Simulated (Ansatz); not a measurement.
The input (input.yaml):

```yaml
crystal:
  periodic: [false, false, false]
  atoms:
    - { symbol: Ge, position_ang: [-0.013882, 0.012354, -0.063276] }
    - { symbol: F, position_ang: [0.391102, -0.216427, 1.641617] }
    - { symbol: H, position_ang: [1.335736, 0.238115, -0.797924] }
    - { symbol: H, position_ang: [-0.916026, 1.275165, -0.123903] }
    - { symbol: C, position_ang: [-0.935697, -1.602252, -0.658913] }
    - { symbol: H, position_ang: [-1.856645, -1.756953, -0.064473] }
    - { symbol: H, position_ang: [-1.212455, -1.506392, -1.728018] }
    - { symbol: H, position_ang: [-0.277133, -2.483909, -0.538609] }
basis:
  gaussian: { orbitals: def2-SVP }
hamiltonian:
  xc: pbe
  dispersion: d4
md:
  timestep: 0.5
  n_steps: 100
  ensemble: nvt_nose_hoover
  temperature: 400.0
  initial_velocities: maxwell_boltzmann
  seed: 35279
  nose_hoover: { tau: 100.0, chain_length: 1 }
```

Run as:

```bash
$ ansatz run input.yaml --threads 1 --pin off --max-ram 2048MiB --backend cpu --events-out ev --progress --plain --runs-dir out
```

Hardware: 1 thread of Arm Neoverse V1, on a shared host.

**Question.** Roughly how long does this run take, and how much memory?

**Answer.** 3.8 min, with a peak of 0.11 GiB, for 101 ionic steps.
